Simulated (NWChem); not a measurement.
# VOClF$_{2}$; SMILES [O]=[V]([F])([F])[Cl]

### Question
Give the equilibrium geometry at PBE-D3(BJ)/def2-SVP (NWChem) as a list of bonds and angles, with the point group.

### Answer
point group Cs; any orientation.
Bonds (Å): V1–O2 1.562, V1–F3 1.717, V1–F4 1.717, V1–Cl5 2.154. Bond angles (°): O2–V1–F3 108.2, O2–V1–F4 108.2, O2–V1–Cl5 108.3, F3–V1–F4 110.8, F3–V1–Cl5 110.7, F4–V1–Cl5 110.7.
